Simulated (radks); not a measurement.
Results of a calculation; reference values are marked as such.
Spherical quantum dot in the effective-mass picture: electrons in a parabolic well V = omega^2 r^2 / 2 with omega = 0.995, with a point charge +2 (a donor) at the centre, all in effective atomic units (hartree* = m*/eps^2 hartree, bohr* = eps/m* bohr), one dielectric constant everywhere. Level of theory: non-relativistic Kohn-Sham, LDA (Slater exchange, Perdew-Wang correlation), spin-polarised, spherical densities (a radial shooting solver with Libxc functionals). Levels are named by radial order and angular momentum (1s, 1p, 1d, 2s, ...), and open shells are averaged over m. Results are scaled to m* = 0.035 and eps = 12.6, for which hartree* = 5.999 meV and bohr* = 19.05 nm.

N = 5, configuration 1s2 1p(up 3, down 0). This is the lowest configuration that the search found. Occupied and some empty levels:

| level | occupation | eigenvalue (meV) | <r> (nm) |
|---|---|---|---|
| 1s up | 1 | 12.046 | 15.45 |
| 1s down | 1 | 12.739 | 15.01 |
| 1p up | 3 | 21.600 | 28.78 |
| 1p down | 0 | 22.660 | 29.00 |
| 2s up | 0 | 24.103 | 31.13 |
| 2s down | 0 | 24.888 | 31.71 |
| 1d up | 0 | 27.496 | 35.34 |
| 1d down | 0 | 28.446 | 35.87 |
| 1f up | 0 | 33.177 | 40.36 |
| 1f down | 0 | 33.960 | 40.96 |

Energy (meV): total 38.8296, kinetic 42.973, external -44.305, Hartree 55.619, exchange-correlation -15.457.
